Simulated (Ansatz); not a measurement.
Ansatz (a quantum-chemistry and plane-wave program) input:
A basis named .json is the Basis Set Exchange file of that set.

Ansatz 0.2 input:
```yaml
crystal:
  periodic: [false, false, false]
  atoms:
    - {symbol: Te, position_ang: [0.00620358, 0.00389442, 0.11172886]}
    - {symbol: Br, position_ang: [1.26107316, -2.46229674, -0.06754887]}
    - {symbol: Br, position_ang: [-1.27028991, 2.45651075, -0.09844829]}
basis:
  gaussian:
    orbitals: def2-QZVPP.json
hamiltonian:
  xc: {name: PBE0}
total_charge: -1
magnetization: {spin_polarized: true, initial_magnetization: 1}
```

Question: What final total energy does it print?

Answer: -5416.00214 Eh (PBE0/def2-QZVPP). The basis has 260 functions.
